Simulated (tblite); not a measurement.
Species: C₂H₁₁Si₃ (doublet state).
SMILES with atom numbers: `[SiH3:1][CH:2][CH:3]([SiH3:4])[SiH3:5]` (hydrogens: H6, H7, H8 on Si1; H9 on C2; H10 on C3; H11, H12, H13 on Si4; H14, H15, H16 on Si5)

Computed with GFN2-xTB (tblite), gas phase: L-BFGS steps from a force-field or distance-geometry start until the largest atomic force falls under 0.01 eV/Å.

Step 19: E = -408.1532 eV
```
atom  x, y, z in Å  |  force x, y, z in eV/Å
Si1     2.5593   -0.2440    0.0588    0.012   0.023   0.031
C2      0.7982   -0.4017   -0.4695    0.044  -0.031  -0.022
C3     -0.3119    0.2042    0.2522   -0.035   0.022   0.001
Si4    -1.2514    1.4556   -0.8629   -0.009   0.030  -0.021
Si5    -1.5386   -1.1344    0.8790   -0.018  -0.008   0.010
H6      2.7486   -0.7593    1.4298    0.002  -0.030  -0.063
H7      2.9601    1.1753    0.1268    0.006  -0.039  -0.047
H8      3.4225   -0.9704   -0.8819   -0.070   0.054   0.073
H9      0.5316   -0.9660   -1.3519    0.007  -0.018  -0.025
H10     0.0643    0.7480    1.1232   -0.007   0.014   0.019
H11    -1.8075    0.7546   -2.0245   -0.001   0.009   0.056
H12    -2.3207    2.0518   -0.0522    0.035   0.007  -0.087
H13    -0.3301    2.4898   -1.3396    0.000  -0.020   0.054
H14    -2.5953   -0.4458    1.6296    0.017  -0.082  -0.016
H15    -2.1003   -1.8588   -0.2636   -0.007   0.036   0.008
H16    -0.8363   -2.0901    1.7352    0.024   0.032   0.028
```

Step 20: E = -408.1545 eV
```
atom  x, y, z in Å  |  force x, y, z in eV/Å
Si1     2.5591   -0.2430    0.0599   -0.032   0.014   0.018
C2      0.7973   -0.4007   -0.4678   -0.014  -0.011  -0.005
C3     -0.3148    0.2059    0.2540   -0.006   0.008  -0.006
Si4    -1.2516    1.4592   -0.8652    0.037  -0.022   0.016
Si5    -1.5397   -1.1379    0.8813    0.043   0.033  -0.016
H6      2.7463   -0.7616    1.4293    0.010  -0.025  -0.055
H7      2.9579    1.1762    0.1243    0.015  -0.032  -0.038
H8      3.4157   -0.9712   -0.8838   -0.050   0.048   0.066
H9      0.5288   -0.9646   -1.3504    0.018  -0.013  -0.015
H10     0.0633    0.7499    1.1255   -0.028  -0.001  -0.006
H11    -1.8028    0.7551   -2.0259   -0.014   0.005   0.040
H12    -2.3199    2.0572   -0.0573    0.015   0.017  -0.075
H13    -0.3247    2.4884   -1.3394    0.004  -0.005   0.047
H14    -2.5960   -0.4525    1.6327   -0.001  -0.075  -0.006
H15    -2.0963   -1.8612   -0.2636   -0.017   0.029   0.003
H16    -0.8303   -2.0905    1.7350    0.019   0.028   0.031
```

Step 21: E = -408.1557 eV
```
atom  x, y, z in Å  |  force x, y, z in eV/Å
Si1     2.5580   -0.2419    0.0611   -0.073   0.007   0.004
C2      0.7961   -0.4001   -0.4663   -0.064   0.008   0.010
C3     -0.3174    0.2077    0.2556    0.022  -0.008  -0.011
Si4    -1.2509    1.4620   -0.8670    0.069  -0.061   0.042
Si5    -1.5397   -1.1405    0.8831    0.088   0.053  -0.034
H6      2.7444   -0.7639    1.4277    0.017  -0.024  -0.031
H7      2.9561    1.1761    0.1215    0.025  -0.012  -0.029
H8      3.4085   -0.9709   -0.8842   -0.020   0.031   0.044
H9      0.5264   -0.9636   -1.3493    0.026  -0.006  -0.004
H10     0.0616    0.7517    1.1276   -0.041  -0.012  -0.026
H11    -1.7987    0.7559   -2.0263   -0.025  -0.003   0.019
H12    -2.3186    2.0625   -0.0636   -0.010   0.030  -0.057
H13    -0.3198    2.4870   -1.3384    0.015   0.012   0.037
H14    -2.5965   -0.4601    1.6354   -0.021  -0.062   0.007
H15    -2.0928   -1.8628   -0.2634   -0.023   0.022  -0.002
H16    -0.8245   -2.0902    1.7351    0.015   0.026   0.030
```

Step 22: E = -408.1574 eV
```
atom  x, y, z in Å  |  force x, y, z in eV/Å
Si1     2.5546   -0.2401    0.0629   -0.108   0.000  -0.014
C2      0.7931   -0.3990   -0.4642   -0.105   0.025   0.021
C3     -0.3212    0.2104    0.2580    0.045  -0.026  -0.014
Si4    -1.2484    1.4652   -0.8689    0.087  -0.087   0.058
Si5    -1.5379   -1.1435    0.8851    0.115   0.055  -0.044
H6      2.7419   -0.7678    1.4248    0.024  -0.022   0.006
H7      2.9539    1.1758    0.1169    0.033   0.015  -0.014
H8      3.3972   -0.9700   -0.8842    0.021   0.003   0.008
H9      0.5230   -0.9621   -1.3477    0.029   0.001   0.008
H10     0.0582    0.7543    1.1306   -0.045  -0.021  -0.041
H11    -1.7927    0.7570   -2.0268   -0.035  -0.013  -0.005
H12    -2.3169    2.0711   -0.0742   -0.036   0.041  -0.033
H13    -0.3118    2.4851   -1.3364    0.029   0.030   0.026
H14    -2.5976   -0.4730    1.6397   -0.037  -0.046   0.017
H15    -2.0877   -1.8651   -0.2630   -0.024   0.016  -0.004
H16    -0.8153   -2.0895    1.7359    0.009   0.029   0.023
```

Question: Estimate the geometry and energy of step 23. (The exact step hangs on the optimiser's Hessian estimate; all steps are aligned on step 22, rigid shifts and turns removed.)

Answer: E = -408.1597 eV, largest force 0.124 eV/Å
```
atom  x, y, z in Å  |  force x, y, z in eV/Å
Si1     2.5476   -0.2375    0.0653   -0.112  -0.008  -0.032
C2      0.7871   -0.3972   -0.4608   -0.116   0.033   0.021
C3     -0.3263    0.2141    0.2616    0.047  -0.037  -0.010
Si4    -1.2433    1.4685   -0.8708    0.075  -0.082   0.055
Si5    -1.5336   -1.1471    0.8875    0.101   0.036  -0.036
H6      2.7387   -0.7739    1.4209    0.027  -0.013   0.043
H7      2.9513    1.1759    0.1099    0.035   0.036   0.007
H8      3.3808   -0.9688   -0.8844    0.065  -0.026  -0.032
H9      0.5182   -0.9598   -1.3452    0.022   0.006   0.015
H10     0.0523    0.7579    1.1344   -0.038  -0.022  -0.041
H11    -1.7844    0.7584   -2.0278   -0.038  -0.020  -0.022
H12    -2.3151    2.0847   -0.0904   -0.048   0.042  -0.014
H13    -0.2992    2.4830   -1.3331    0.037   0.036   0.018
H14    -2.5998   -0.4928    1.6464   -0.038  -0.033   0.018
H15    -2.0806   -1.8684   -0.2626   -0.018   0.014   0.002
H16    -0.8013   -2.0880    1.7375    0.000   0.036   0.008
```

The energy changes by -0.0023 eV. The first-order estimate −F·Δx gives -0.0032 eV and the mean of the old and new forces, exact on a quadratic surface, -0.0023 eV. The step makes an angle of 77° with the force vector and moves no atom by more than 0.021 Å.

The cost below is that of the whole relaxation. Time: 0.23 s of wall time. Hardware: one thread, Arm Neoverse V1 (aarch64), shared host.
